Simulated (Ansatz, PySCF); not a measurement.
Species: GeH₃, charge 0, multiplicity 2. 
Structure (B3LYP-D3(BJ)/def2-TZVP (Ansatz, an electronic-structure program) minimum search):
SMILES: [GeH3]
```xyz
4

Ge    -0.0167    -0.0237    -0.0294
H      0.5517    -0.9452     1.0702
H     -1.1244     0.8871     0.5402
H      1.1063     0.8180    -0.6708
```
Charge 0, spin multiplicity 2.

Wanted: atomisation energy (electronic, to ground-state atoms), in kJ/mol. Cores are frozen in the correlated levels unless marked. Open shells are spin-unrestricted. No spin-orbit coupling. Frozen are the shells of the preceding noble gas and the d and f shells that filled before the atom's block. Non-relativistic. The coupled-cluster limit lacks core correlation, which all-electron functionals hold. Basis-set limits of correlation are two-point, X^-3; Hartree-Fock from the larger set.

```tsv
level	program	atomisation energy (kJ/mol)	minus last row
TPSS/def2-TZVPD	PySCF	892.9	30.0
MN15/def2-TZVPD	PySCF	867.7	4.8
LC-wPBE-D3(BJ)/def2-TZVPD	Ansatz + dftd3	854.8	-8.1
LC-wPBE/def2-TZVPD	Ansatz	851.5	-11.4
RI-MP2/def2-QZVPPD	Ansatz	827.3	-35.6
CCSD(T)/cc-pVDZ	Ansatz	804.4	-58.5
CCSD(T)/CBS(aug-cc-pVTZ,aug-cc-pVQZ)	Ansatz	862.9	0.0
```
